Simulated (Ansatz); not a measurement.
GeS₂⁻, relaxed as a doublet with UKS PBE0-D4/def2-TZVPD in Ansatz, starting from the GFN1-xTB geometry. Force threshold 0.02 eV/Å.

The relaxation made no stability test and no search for a lower SCF solution. The structure comes from a short search, and lower isomers may exist.

Start:

```xyz
3

Ge   -0.245   -0.459    0.342
S    -0.808    1.484    0.845
S     1.053   -1.025   -1.188
```

(1) Estimate the energy that the relaxation releases and the steps that it takes.

(2) Does the start keep its bonding and symmetry?

(3) Predict the relaxed structure.

Answers

(1) 0.02 eV, in 3 steps; 7 s on 4 threads of Arm Neoverse V1 on a shared host. No frequencies were taken in this run, so the end may be a saddle point.

(2) By distances, no bond broke or formed. The bond that changes most is Ge1–S2, from 2.08 to 2.11 Å (atoms count from 1). The end is the same structure that another start reached, the lowest one found. Point group C2v at the start, C2v at the end, both within 0.05 Å.

(3) 
```csv
atom,x (Å),y (Å),z (Å)
Ge1,-0.2269,-0.4250,0.3168
S2,-0.8457,1.5057,0.8892
S3,1.0727,-1.0807,-1.2060
```
Bond lengths: 2 × Ge–S 2.11 Å.
